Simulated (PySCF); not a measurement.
## UHF on Be (beryllium, neutral)

Configuration: [He] 2s2, closed-shell 1S. All numbers are calculated (PySCF 2.14, scalar relativity by spin-free X2C-1e, in x2c-TZVPall (5s3p1d, 19 functions)).

```json
{
  "Total energy": "-14.575079 hartree",
  "One-electron energy": "-19.0654 hartree",
  "Hartree (Coulomb) energy": "7.1580 hartree",
  "Exchange energy": "-2.6677 hartree",
  "⟨S²⟩": "0.0000",
  "⟨L²⟩": "0.000",
  "Sum of ⟨r⟩": "6.129 bohr",
  "Sum of ⟨r²⟩": "17.32 bohr²",
  "Langevin diamagnetic susceptibility": "-13.7 ×10⁻⁶ cm³/mol",
  "Time after the integrals": "0.03 s of wall time on 1 thread of Neoverse-V2 (shared host)"
}
```

```tsv
shell	electrons	mean orbital energy (hartree)	rms radius, mean of both spins (bohr)
1s	2	-4.73314	0.483
2s	2	-0.30926	2.90
```
